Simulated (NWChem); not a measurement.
System meant: CH$_{3}$BiF$_{2}$O; SMILES C[O][Bi]([F])[F]

The following NWChem deck was run.

```
start job
memory heap 200 mb stack 900 mb global 1100 mb
geometry units angstroms noautoz
  Bi     0.000445     0.436976     0.163439
  F     -1.480366     0.203289    -1.204098
  F      1.476002     0.203689    -1.209834
  O      0.001875    -1.515538     0.813195
  C     -0.000325    -2.588138    -0.098833
  H      0.001269    -3.526363     0.479646
  H     -0.895449    -2.581452    -0.745650
  H      0.891455    -2.581206    -0.750249
end
basis spherical
  * library def2-svp
end
ecp
  Bi library def2-ecp
end
dft
  xc xpbe96 cpbe96
  iterations 4
  mulliken
end
task dft energy
```

End of the output:

```
    Atom       Charge   Shell Charges
 -----------   ------   -------------------------------------------------------
    1 Bi  23    22.08   1.48  0.48  1.10  0.75  4.07  1.66  1.35  0.77  9.34  1.08
    2 F    9     9.34   1.98  1.05  0.84  3.19  2.29  0.00
    3 F    9     9.34   1.98  1.05  0.84  3.19  2.29  0.00
    4 O    8     8.33   1.97  0.95  0.65  2.69  2.06  0.02
    5 C    6     5.94   1.96  0.57  0.31  1.82  1.16  0.12
    6 H    1     0.99   0.65  0.27  0.06
    7 H    1     0.99   0.65  0.28  0.06
    8 H    1     0.99   0.65  0.28  0.06

 center of mass
 --------------
 x =   0.06052193 y =   0.17608734 z =   0.00000000

 moments of inertia (a.u.)
 ------------------
         948.110415726460          -0.000021380210           0.000000000000
          -0.000021380210         560.335423918777           0.000000000000
           0.000000000000           0.000000000000         903.983308092867

     Multipole analysis of the density
     ---------------------------------

     L   x y z        total         alpha         beta         nuclear
     -   - - -        -----         -----         ----         -------
     0   0 0 0      0.000000    -29.000000    -29.000000     58.000000

     1   1 0 0      1.010429     13.166469     13.166469    -25.322508
     1   0 1 0      0.498097     22.346252     22.346252    -44.194408
     1   0 0 1      0.000000      0.000000      0.000000      0.000000

     2   2 0 0    -39.633851    -76.508788    -76.508788    113.383726
     2   1 1 0      2.997180      9.379041      9.379041    -15.760902
     2   1 0 1     -0.000000     -0.000000     -0.000000      0.000000
     2   0 2 0    -34.414093   -181.475615   -181.475615    328.537137
     2   0 1 1      0.000000      0.000000      0.000000      0.000000
     2   0 0 2    -40.729454    -93.441502    -93.441502    146.153549

 ------------------------------------------------------------------------
 dft energy failed                                                                                  0
 ------------------------------------------------------------------------
 ------------------------------------------------------------------------
  current input line :
    24: task dft energy
 ------------------------------------------------------------------------
 ------------------------------------------------------------------------
 This type of error is most commonly associated with calculations not reaching convergence criteria
 ------------------------------------------------------------------------
 For more information see the NWChem manual at https://nwchemgit.github.io

0:dft energy failed:Received an Error in Communication
```

Question: Can this run be used? If not, why, and what is the fix?

Answer: Convergence was not reached. Cause: the SCF was allowed too few iterations. This input runs:
```
start job
memory heap 200 mb stack 900 mb global 1100 mb
geometry units angstroms noautoz
  Bi     0.000445     0.436976     0.163439
  F     -1.480366     0.203289    -1.204098
  F      1.476002     0.203689    -1.209834
  O      0.001875    -1.515538     0.813195
  C     -0.000325    -2.588138    -0.098833
  H      0.001269    -3.526363     0.479646
  H     -0.895449    -2.581452    -0.745650
  H      0.891455    -2.581206    -0.750249
end
basis spherical
  * library def2-svp
end
ecp
  Bi library def2-ecp
end
dft
  xc xpbe96 cpbe96
  iterations 150
  mulliken
end
task dft energy
```
It converges to -528.95845 Ha (PBE/def2-SVP with def2 effective core potentials on Bi).
